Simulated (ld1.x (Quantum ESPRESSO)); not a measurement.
# iron: excitation energies, all-electron against TM

ld1.x (Quantum ESPRESSO) 7.5 input, shortened:

```
&input
   title='Fe', zed=26., rel=1, dft='PBE', iswitch=3,
   config='[Ar] 3d6 4s2 4p0 4f-2'
 /
 &inputp
   pseudotype=2, tm=.true., lloc=1,
   nlcc=.true., new_core_ps=.true.
 /
4
4S  1  0   2.00   0.00  2.30  2.30  0.0
3D  3  2   6.00   0.00  1.45  1.45  0.0
4F  4  3  -2.00   0.05  3.15  3.15  0.0
4P  2  1   0.00   0.00  3.20  3.20  0.0
 &test
   configts(1)='3d6 4s2 4p0'
 /
```

Energies are relative to the spin-unpolarised reference configuration 3d6 4s2 4p0; without spin polarisation the order of configurations can differ from experiment. Not all tests gave a result: 1 of 7 tests not solved or not reliable.

| valence configuration | charge | ΔE all-electron (eV) | error AE − PS (meV) |
| --- | --- | --- | --- |
| 3d6 4s0 4p0 | +2 | 24.932 | -51 |
| 3d5 4s0 4p0 | +3 | 59.155 | -559 |
| 3d6 4s0 4p2 | 0 | 8.455 | -4.8 |
| 3d4 4s0 4p0 | +4 | 112.245 | -2386 |
| 3d6 4s0 4p1 | +1 | 13.783 | -10.0 |

**Question.** What are ΔE and the potential's error for 3d7 4s0 4p0?

**Answer.** ΔE = 6.636 eV all-electron; the error (AE − PS) is -422 meV.

Levels in the configuration 3d6 4s0 4p0:

```csv
level,all-electron (eV),pseudo (eV)
3d,-25.717,-25.664
```

Note: ghost state, extra bound levels that the all-electron valence spectrum of the same l lacks: s at -67.7 eV. A true bound ghost makes a file unfit for plane-wave use.
